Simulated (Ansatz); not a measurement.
A search over several starts for the lowest SCF solution of TaSeCl₃⁻ at the given spin, in a small basis.

```yaml
crystal:
  periodic: [false, false, false]
  atoms:
    - {symbol: Ta, position_ang: [-0.000286, 0.000278, -0.034792]}
    - {symbol: Se, position_ang: [0.011579, -0.017584, 2.248551]}
    - {symbol: Cl, position_ang: [2.174265, 0.010271, -0.750149]}
    - {symbol: Cl, position_ang: [-1.096595, 1.890485, -0.717058]}
    - {symbol: Cl, position_ang: [-1.088953, -1.883460, -0.746551]}
basis:
  gaussian: {orbitals: def2-SVP}
total_charge: -1
magnetization: {spin_polarized: true, initial_magnetization: 1}
hamiltonian: {xc: pbe0, dispersion: d4}
output: {orbitals: {seedname: orbitals}}
```

```sh
$ ansatz run in.yaml --threads 4 --pin off --events-out ev --progress --plain --max-ram 3916MiB
```

Output, abridged:

```
Functional definition: PBE0
1098 factors; integrals over basis functions are off by at most 7.5e-4 eV
mean field evaluation 1: about -104435.6274 eV, gradient 1.6e1 eV
mean field evaluation 2: about -104413.1314 eV, gradient 6.8e1 eV
mean field evaluation 4: about -104437.4829 eV, gradient 2.1e0 eV
mean field evaluation 8: about -104437.6245 eV, gradient 2.8e-1 eV
mean field evaluation 16: about -104437.6303 eV, gradient 1.4e-2 eV
mean field evaluation 32: about -104437.6312 eV, gradient 1.6e-5 eV
mean field evaluation 64: about -104437.0085 eV, gradient 3.0e0 eV
mean field -104437.63154995 eV, -3838.0121690916 hartree, gradient 2.3e-6 eV, S^2 0.755120; 12 other end points of the search recorded, 0 dependent functions left out
reference -104437.63159132 eV, -3838.0121706117 hartree; 50, 49 occupied and 68, 69 virtual orbitals, 1098 factors
Total energy: -104437.86597151 eV, -3838.0207839250 hartree
```

It took 25 s on 4 threads of Arm Neoverse V2 on a shared host, peak host memory 0.57 GiB.

In the def2 sets Ta takes a core potential; there is no spin–orbit coupling. The highest occupied level of the charge -1 doublet lies above zero (up to 0.38 eV). By energy differences its removal costs 1.59 eV (vertical, to the charge 0 singlet, at PBE0-D4/def2-TZVPD).
